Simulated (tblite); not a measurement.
Species: C₆H₇N₃O.
Bonds: O1–C2 (double), C2–C3, C3–N4 (aromatic), N4–N5 (aromatic), N5–C6 (aromatic), C6–N7 (aromatic), N7–C8, C8–C9, C9–C10, C3–N7 (aromatic), C8–C10. Hydrogens: H11 on C2; H12 on C6; H13 on C8; H14, H15 on C9; H16, H17 on C10.

Computed with GFN2-xTB (tblite), gas phase: L-BFGS steps from a force-field or distance-geometry start until the largest atomic force falls under 0.01 eV/Å.

Step 3: E = -794.4849 eV
```
atom  x, y, z in Å  |  force x, y, z in eV/Å
O1      1.1124    2.3111    0.4924    0.514  -0.003  -0.150
C2      2.0008    1.5714    0.1142   -0.541   0.316   0.252
C3      1.7415    0.1595   -0.1151   -0.184  -0.113   0.101
N4      2.5675   -0.7832   -0.5211   -0.150   0.019   0.034
N5      1.9001   -1.9264   -0.5956   -0.056   0.194  -0.032
C6      0.6571   -1.6994   -0.2393    0.164   0.124   0.097
N7      0.4861   -0.3996    0.0954   -0.076  -0.037   0.297
C8     -0.7222    0.2522    0.5209    0.273  -0.139  -0.030
C9     -1.6937    0.5473   -0.5852    0.113   0.001   0.048
C10    -2.0223   -0.4837    0.4586    0.028  -0.004  -0.243
H11     3.0247    1.9631   -0.0537   -0.179  -0.437  -0.067
H12    -0.1144   -2.4475   -0.2076    0.213   0.093  -0.009
H13    -0.6204    0.9302    1.3559    0.388   0.196  -0.211
H14    -2.1843    1.5045   -0.5613   -0.204  -0.024  -0.006
H15    -1.3911    0.2399   -1.5774   -0.102  -0.072   0.067
H16    -2.7912   -0.1862    1.1617    0.216  -0.265   0.044
H17    -1.9574   -1.5412    0.2473   -0.417   0.151  -0.193
```

Step 4: E = -794.5336 eV
```
atom  x, y, z in Å  |  force x, y, z in eV/Å
O1      1.1213    2.3260    0.4919    0.196   0.108  -0.024
C2      1.9928    1.5716    0.1198   -0.410  -0.030   0.094
C3      1.7283    0.1561   -0.1118    0.162   0.176   0.198
N4      2.5617   -0.7836   -0.5181   -0.090   0.248  -0.015
N5      1.8962   -1.9249   -0.5996    0.095   0.216   0.001
C6      0.6626   -1.6920   -0.2338    0.005  -0.108   0.072
N7      0.4846   -0.4019    0.1118   -0.008  -0.083   0.083
C8     -0.7207    0.2461    0.5225    0.308   0.000  -0.023
C9     -1.6864    0.5509   -0.5824   -0.004   0.021  -0.023
C10    -2.0201   -0.4801    0.4464    0.037  -0.001  -0.004
H11     3.0130    1.9421   -0.0565    0.088  -0.326  -0.095
H12    -0.0968   -2.4369   -0.2088   -0.124  -0.188   0.027
H13    -0.6010    0.9359    1.3408    0.274   0.232  -0.051
H14    -2.1914    1.4962   -0.5620   -0.193   0.142   0.021
H15    -1.3983    0.2377   -1.5690    0.010  -0.110  -0.177
H16    -2.7738   -0.2030    1.1581   -0.084  -0.047   0.259
H17    -1.9789   -1.5283    0.2410   -0.263  -0.251  -0.342
```

Step 5: E = -794.5558 eV
```
atom  x, y, z in Å  |  force x, y, z in eV/Å
O1      1.1266    2.3357    0.4920   -0.020   0.201   0.054
C2      1.9850    1.5701    0.1230   -0.114  -0.037   0.013
C3      1.7235    0.1584   -0.1065    0.200   0.028   0.169
N4      2.5593   -0.7800   -0.5175   -0.083   0.316  -0.011
N5      1.8966   -1.9213   -0.6017    0.080   0.236   0.031
C6      0.6634   -1.6905   -0.2298    0.107  -0.158   0.018
N7      0.4849   -0.4047    0.1200    0.026  -0.061   0.005
C8     -0.7158    0.2437    0.5229    0.134   0.069  -0.012
C9     -1.6833    0.5529   -0.5814   -0.034   0.057  -0.078
C10    -2.0183   -0.4786    0.4410    0.013  -0.059   0.152
H11     3.0090    1.9274   -0.0592    0.113  -0.293  -0.093
H12    -0.0909   -2.4352   -0.2089   -0.240  -0.288   0.042
H13    -0.5879    0.9422    1.3332    0.207   0.196  -0.025
H14    -2.1977    1.4948   -0.5620   -0.122   0.121   0.025
H15    -1.4013    0.2349   -1.5683    0.024  -0.086  -0.187
H16    -2.7675   -0.2111    1.1608   -0.107   0.014   0.253
H17    -1.9926   -1.5266    0.2326   -0.184  -0.256  -0.357
```

**Question.** Estimate the geometry and energy of step 6. (The exact step hangs on the optimiser's Hessian estimate; all steps are aligned on step 5, rigid shifts and turns removed.)

**Answer.** E = -794.5906 eV, largest force 0.336 eV/Å
```
atom  x, y, z in Å  |  force x, y, z in eV/Å
O1      1.1353    2.3570    0.4934   -0.210   0.237   0.112
C2      1.9710    1.5694    0.1290    0.258  -0.029  -0.064
C3      1.7166    0.1613   -0.0929    0.122   0.023   0.139
N4      2.5547   -0.7670   -0.5172    0.046   0.283  -0.020
N5      1.8992   -1.9095   -0.6045    0.148   0.086   0.003
C6      0.6674   -1.6912   -0.2223    0.052  -0.285  -0.043
N7      0.4875   -0.4114    0.1341   -0.065  -0.003  -0.062
C8     -0.7065    0.2415    0.5234   -0.198   0.126  -0.021
C9     -1.6784    0.5581   -0.5819   -0.087  -0.001  -0.055
C10    -2.0150   -0.4783    0.4359   -0.014  -0.100   0.284
H11     3.0036    1.8941   -0.0661    0.137  -0.179  -0.078
H12    -0.0858   -2.4389   -0.2081   -0.201  -0.258   0.055
H13    -0.5602    0.9575    1.3191    0.063   0.084  -0.023
H14    -2.2109    1.4944   -0.5614    0.037   0.034   0.017
H15    -1.4064    0.2282   -1.5707    0.012  -0.008  -0.106
H16    -2.7582   -0.2251    1.1709   -0.068   0.077   0.161
H17    -2.0211   -1.5282    0.2095   -0.032  -0.086  -0.299
```

The energy changes by -0.0347 eV. The first-order estimate −F·Δx gives -0.0525 eV and the mean of the old and new forces, exact on a quadratic surface, -0.0348 eV. The step makes an angle of 51° with the force vector and moves no atom by more than 0.037 Å.

What follows is the cost of the whole relaxation. The run took 0.44 s on one thread, Arm Neoverse N1 (aarch64) (shared host).
